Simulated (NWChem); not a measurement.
Species: C₂H₄O₃S; SMILES C=CS(=O)(=O)O

```xyz
10

C     -0.0460    -2.3060    -0.0380
C      0.6389    -1.1821    -0.2824
S     -0.1271     0.4079    -0.0356
O     -1.4808     0.2199     0.4954
O      0.1594     1.2507    -1.2125
O      0.8213     0.9932     1.2010
H     -1.0748    -2.2548     0.3526
H      0.4034    -3.2939    -0.2227
H      1.6646    -1.1231    -0.6781
H      1.2966     1.7580     0.8096
```
Atoms are numbered in this order, from 1.

Computed with NWChem. Coordinates come from a PBE-D3(BJ)/def2-SVP optimisation. Level: PBE/def2-SVP with SMD (1 M gas to 1 M solution), gas-phase geometry.

```tsv
solvent	dielectric constant	solvation free energy (kcal/mol)	cavity-dispersion-structure term (kcal/mol)	dipole in solution (D)
water	78.4	-9.0	3.0	4.27
methanol	32.6	-7.5	(withheld)	4.25
1-propanol	20.5	-7.6	3.3	4.17
acetone	20.5	-8.3	-1.4	3.93
2-propanol	19.3	-8.1	2.4	4.13
dimethyl sulfoxide	46.8	-8.0	-1.4	3.94
```

Task: Some entries are withheld; supply them.

Result: 
- methanol, cavity-dispersion-structure term (kcal/mol): 4.2
